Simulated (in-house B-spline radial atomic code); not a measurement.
Configurations of B+, with energies counted from [He] 2s2. All numbers are computed (scalar-relativistic (X2C) LDA PW92, spin-polarised, spherical fractional occupations; Fermi nucleus of rms radius 2.406 fm) with an all-electron radial atomic-structure program (B-spline basis), not measured. Shells without spins written out take the highest spin.

| configuration | E - E(ref) (eV) | highest orbital | its <r> (bohr) |
| --- | --- | --- | --- |
| [He] 2s(1 up, 0 down) 3s(0 up, 1 down) | 15.699 | 3s down | 4.725 |
| [He] 2s(1 up, 0 down) 3d(1 up, 0 down) | 17.857 | 3d up | 4.641 |

Task: Order these further configurations by energy, lowest first.
A. [He] 2s(0 up, 1 down) 3p(0 up, 1 down)
B. [He] 2s1 3s1
C. [He] 2s(0 up, 1 down) 2p(0 up, 1 down)

Result: C (4.1684 eV), B (15.367 eV), A (16.732 eV).
